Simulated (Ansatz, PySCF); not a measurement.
Breaking a bond: SMILES [BeH2]. The Be1–H3 bond (Be1 also carries H; H3 carries nothing else) is stretched with both fragments frozen at the PBE0/def2-TZVP optimised geometry.

- UKS-LDA (SVWN5)/6-31G* = PySCF 2.14.0 with unrestricted LDA (SVWN5)/6-31G*, spherical d
- UKS-PBE = unrestricted PBE/aug-cc-pVTZ run with Ansatz (a program for electronic structure)
- RCCSD = Ansatz with CCSD on RHF/aug-cc-pVTZ, frozen core
- RMP2 = Ansatz with MP2 on RHF/aug-cc-pVTZ, frozen core
- UHF/aug-cc-pVTZ (Ansatz)

Energies are in kcal/mol, each relative to the lowest point of its own curve near equilibrium.

```tsv
R / Å	UKS-LDA (SVWN5)/6-31G*	UKS-PBE	RCCSD	RMP2	UHF
0.99	37.8	35.2	35.2	35.0	35.9
1.07	19.9	18.3	18.1	17.9	18.4
1.12	12.4	11.1	10.9	10.7	11.1
1.20	4.6	3.9	3.8	3.6	3.8
1.27	1.2	0.9	0.8	0.7	0.7
1.31	0.3	0.1	0.1	0.0	0.1
1.34	0.0	0.0	0.0	0.0	0.0
1.37	0.1	0.2	0.2	0.3	0.2
1.42	0.8	1.0	1.2	1.3	1.3
1.49	2.8	3.2	3.5	3.8	3.7
1.54	4.8	5.3	5.7	6.1	6.1
1.65	10.3	11.0	11.7	12.4	12.5
1.80	19.5	20.3	21.2	22.5	22.9
1.98	31.4	32.2	33.4	35.6	36.5
2.23	47.8	48.3	49.6	53.4	53.9
2.38	57.0	57.3	58.3	63.4	60.6
2.67	73.0	72.5	72.5	80.7	68.1
2.95	84.7	82.0	82.6	94.6	71.6
3.24	91.7	87.4	—	106.3	73.3
3.59	96.4	90.5	—	116.9	74.2
4.05	99.3	91.9	—	125.8	74.7
4.71	100.8	92.4	—	130.6	74.8
```

At the longest distance, 4.71 Å, RMP2 lies highest above its minimum (130.6 kcal/mol) and UHF lowest (74.8 kcal/mol).

A dash means that the run gave no value there, or that the column was ended at a point which the program doubted or which failed a test of continuity chosen for this set; such a test can also cut sound points.

The unrestricted determinant behind UKS-LDA (SVWN5)/6-31G* is spin-contaminated at 2.95 to 4.71 Å (<S²> up to 1.0, against 0.00 for a pure singlet). The unrestricted determinant behind UKS-PBE is spin-contaminated at 2.67 to 4.71 Å (<S²> up to 1.0, against 0.00 for a pure singlet). The T1 diagnostic of CCSD on the restricted reference of RCCSD, RMP2 exceeds 0.045 at 2.95 to 4.71 Å. The restricted form behind RMP2 keeps the bonding electrons paired and can't separate into open-shell fragments. The unrestricted determinant behind UHF is spin-contaminated at 2.23 to 4.71 Å (<S²> up to 1.0, against 0.00 for a pure singlet).
